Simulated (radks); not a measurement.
Results of a calculation; reference values are marked as such.
Nd30+, 30 electrons, occupied as [Ar] 3d10 4s2. Level of theory: Dirac Kohn-Sham, PBE, spin-unpolarised, spherical densities, finite nucleus; Fermi nuclear charge, rms radius 4.9123 fm (a radial shooting solver on a logarithmic mesh with Libxc functionals).

Spin-orbit splittings of the eigenvalues, e(l+1/2) - e(l-1/2), with zeta = 2 splitting/(2l+1) and mean radii in bohr:

| shell | occ. | splitting (eV) | zeta (eV) | <r> j=l-1/2 | <r> j=l+1/2 |
|---|---|---|---|---|---|
| 2p | 6 | 522.4 | 348.3 | 0.08403 | 0.09041 |
| 3p | 6 | ? | ? | 0.2509 | 0.2626 |
| 3d | 10 | 23.85 | 9.540 | 0.2329 | 0.2365 |
| 4p | 0 | 33.35 | 22.23 | 0.5355 | 0.5523 |

Estimate the 3p splitting.

Answer. 108.2 eV (zeta = 72.15 eV).
